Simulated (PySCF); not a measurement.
Cl₅OSi₂, SMILES Cl[Si](Cl)O[Si](Cl)(Cl)Cl (connectivity only; charge and spin as stated), charge +1, multiplicity 1.

Geometry optimised at ωB97X-D3(BJ)/def2-SVP. The spin state was assumed, not searched. The isomer is the one that the SMILES or the coordinates give; other isomers of the formula were not compared. The values are those of a single conformer.

The numbers are results of ωB97X/def2-TZVP (PySCF), not measurements.

Symmetry labels are those of the subgroup Cs that the program uses (full group Cs).

Q: List the valence orbital energies around the gap with their symmetry. (An estimate is asked for; the answer gives what the named calculation found.)

A: 
```
orbital  symmetry  energy (eV)
-------  --------  -----------
HOMO−7         A"       -18.11
HOMO−6         A'       -17.59
HOMO−5         A'       -16.87
HOMO−4         A"       -16.66
HOMO−3         A'       -16.61
HOMO−2         A'       -16.04
HOMO−1         A"       -16.00
HOMO           A"       -15.61
LUMO           A"        -5.16
LUMO+1         A'        -4.98
LUMO+2         A'        -1.87
LUMO+3         A'        -1.68
```
